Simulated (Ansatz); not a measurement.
```tsv
atom	x (Å)	y (Å)	z (Å)
Si	0.0000	0.0000	-0.5096
O	0.0000	0.0000	0.8918
```

Basis set: 6-31G* (spherical functions). Left uncorrelated: 6 orbitals. Charge 0, multiplicity 1.

Computed with Ansatz (development build ahead of 0.2.0); each method stands on the lowest determinant of its kind that the runs found. Restricted open shells among the atoms or ions are ROHF, correlated in semicanonical orbitals with singles.

Problem. Give the atomization energy at this shape (free ground-state atoms in the same class of orbitals less the molecule, no zero-point energy) of singlet SiO by RHF-MP2, RHF.

Solution.

| method | atomization energy |
| --- | --- |
| RHF-MP2 | 7.28 eV |
| RHF | 4.32 eV |

Caution: the shape is not the minimum.
